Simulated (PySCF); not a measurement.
Al(Cl)(H)(iPr) (C3H8AlCl), SMILES C[CH](C)[AlH][Cl]. Geometry optimised at PBE-D3(BJ)/def2-SVP. The values are those of a single conformer.

Computed equilibrium geometry at PBE-D3(BJ)/def2-SVP (PySCF confirms it by a frequency run) as bond lengths and angles (one conformer of several):
Atoms: Al1 Cl2 H3 C4 C5 C6 H7 H8 H9 H10 H11 H12 H13. Bonds (Å): Al1–Cl2 2.129, Al1–H3 1.597, Al1–C4 1.977, C4–C5 1.537, C4–C6 1.540, C4–H7 1.119, C5–H8 1.113, C5–H9 1.111, C5–H10 1.109, C6–H11 1.110, C6–H12 1.113, C6–H13 1.111. Angles (°): Cl2–Al1–H3 116.3, Cl2–Al1–C4 119.0, H3–Al1–C4 124.7, Al1–C4–C5 114.3, Al1–C4–C6 111.6, Al1–C4–H7 102.4, C5–C4–C6 112.5, C5–C4–H7 107.8, C6–C4–H7 107.4, C4–C5–H8 111.3, C4–C5–H9 111.5, C4–C5–H10 112.4, H8–C5–H9 106.8, H8–C5–H10 107.7, H9–C5–H10 106.9, C4–C6–H11 112.7, C4–C6–H12 111.4, C4–C6–H13 111.6, H11–C6–H12 107.1, H11–C6–H13 107.2, H12–C6–H13 106.6.
